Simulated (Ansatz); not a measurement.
System: CH3Mg, charge 1, multiplicity 1. It need not be the lowest isomer of its formula. SMILES: [CH3][Mg+]
Geometry: optimised at B3LYP-D3(BJ)/def2-TZVP (Ansatz, a program for electronic structure).

Computed values are from Ansatz. Cores are frozen in the correlated levels unless marked. UHF or UKS for open shells. No spin-orbit coupling. No relativistic terms. CBS marks a two-point X^-3 extrapolation of the correlation energy; Hartree-Fock from the larger set.

```
Item                                                                                                                Value
-------------------------------------------------------------------  ----------------------------------------------------
vertical electron affinity (to the doublet; negative means unbound)       6.48 eV at CCSD(T)/CBS(def2-TZVPPD,def2-QZVPPD)
vertical triplet-singlet gap                                              2.48 eV at CCSD(T)/CBS(def2-TZVPPD,def2-QZVPPD)
total energy                                                         -239.2305 Eh at CCSD(T)/CBS(def2-TZVPPD,def2-QZVPPD)
T1 diagnostic                                                                                   0.011 at CCSD/def2-QZVPPD
```

The Hartree-Fock reference is unstable (checked in the largest basis), which strains HF and MP2.
